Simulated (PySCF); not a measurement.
## Simulated absorption spectrum

Species: C3H4FPSSi.
Cartesian coordinates in Å at the GFN2-xTB level; atoms count from 1:
```xyz
11
C3H4FPSSi angstrom
F      3.201    1.213    0.480
C      2.027    0.611    0.208
C      1.998   -0.551   -0.489
S      0.438   -1.194   -0.756
C     -0.428    0.052    0.065
Si    -2.313   -0.069    0.134
P      0.496    1.323    0.757
H      2.854   -1.076   -0.870
H     -2.721    0.105    1.528
H     -2.675   -1.394   -0.368
H     -2.872    0.983   -0.716
```

Computed, not measured: TDDFT B3LYP/def2-SVPD, vertical, gas phase, core orbitals frozen in the response in PySCF. GFN2-xTB frequencies show an imaginary mode (39i cm⁻¹), so this geometry is no minimum at that level.

Each state is given a Gaussian of 0.25 eV full width at half maximum, with ε(max) = 2.175×10⁸ f / Δν̃ (Δν̃ the width in cm⁻¹). The width is an assumption, not a result. The curve ends short of the highest state used, and states not computed would add to its high-energy end.

```json
{"λ (nm)": "217.5", "ε (L mol⁻¹ cm⁻¹)": "150"}
{"λ (nm)": "220.6", "ε (L mol⁻¹ cm⁻¹)": "137"}
{"λ (nm)": "223.8", "ε (L mol⁻¹ cm⁻¹)": "110"}
{"λ (nm)": "226.9", "ε (L mol⁻¹ cm⁻¹)": "89"}
{"λ (nm)": "230.1", "ε (L mol⁻¹ cm⁻¹)": "98"}
{"λ (nm)": "233.2", "ε (L mol⁻¹ cm⁻¹)": "177"}
{"λ (nm)": "236.4", "ε (L mol⁻¹ cm⁻¹)": "392"}
{"λ (nm)": "239.5", "ε (L mol⁻¹ cm⁻¹)": "692"}
{"λ (nm)": "242.7", "ε (L mol⁻¹ cm⁻¹)": "1145"}
{"λ (nm)": "245.8", "ε (L mol⁻¹ cm⁻¹)": "2374"}
{"λ (nm)": "249.0", "ε (L mol⁻¹ cm⁻¹)": "5549"}
{"λ (nm)": "252.2", "ε (L mol⁻¹ cm⁻¹)": "10453"}
{"λ (nm)": "255.3", "ε (L mol⁻¹ cm⁻¹)": "14549"}
{"λ (nm)": "258.5", "ε (L mol⁻¹ cm⁻¹)": "15793"}
{"λ (nm)": "261.6", "ε (L mol⁻¹ cm⁻¹)": "14289"}
{"λ (nm)": "264.8", "ε (L mol⁻¹ cm⁻¹)": "11571"}
{"λ (nm)": "267.9", "ε (L mol⁻¹ cm⁻¹)": "8728"}
{"λ (nm)": "271.1", "ε (L mol⁻¹ cm⁻¹)": "5825"}
{"λ (nm)": "274.2", "ε (L mol⁻¹ cm⁻¹)": "3373"}
{"λ (nm)": "277.4", "ε (L mol⁻¹ cm⁻¹)": "1591"}
{"λ (nm)": "280.5", "ε (L mol⁻¹ cm⁻¹)": "637"}
{"λ (nm)": "283.7", "ε (L mol⁻¹ cm⁻¹)": "204"}
{"λ (nm)": "286.8", "ε (L mol⁻¹ cm⁻¹)": "57"}
{"λ (nm)": "290.0", "ε (L mol⁻¹ cm⁻¹)": "13"}
```

Question: Where are the band maxima, and which computed states make them?

Answer: 258 nm (4.80 eV), ε about 16000, made up of S1 (15%) and S2 (85%) (ε in L mol⁻¹ cm⁻¹; maxima over ε = 5, shares over 10%). At its high-energy end, 5.70 eV, the curve is still rising (ε about 150, from S5 and S6). The states used: S1 4.65 eV (f 0.061); S2 4.83 eV (f 0.129); S3 5.12 eV (f 0.0065); S4 5.41 eV (f 0.0006); S5 5.64 eV (f 0.0012); S6 6.06 eV (f 0.108); S7 6.10 eV (f 0.0032); S8 6.30 eV (f 0.0015).

Question: What would ε be at 4.80 eV, the highest of these maxima, with half the width (0.125 eV)?

Answer: About 23800 L mol⁻¹ cm⁻¹ against 15800, a factor of about 1.5; a lone state at its own centre would give exactly 2.

Question: Coming from long wavelengths, where does ε first pass 100 L mol⁻¹ cm⁻¹?

Answer: At about 285 nm (4.34 eV), 0.31 eV below S1.

Question: On this curve, what absorbance would a 10⁻⁴ mol/L sample give at 222 nm over a 1 cm path?

Answer: 222 nm is 5.585 eV, where ε is about 130 L mol⁻¹ cm⁻¹, so A = ε c l ≈ 0.013 (Beer–Lambert, with the gas-phase spectrum and the assumed width).
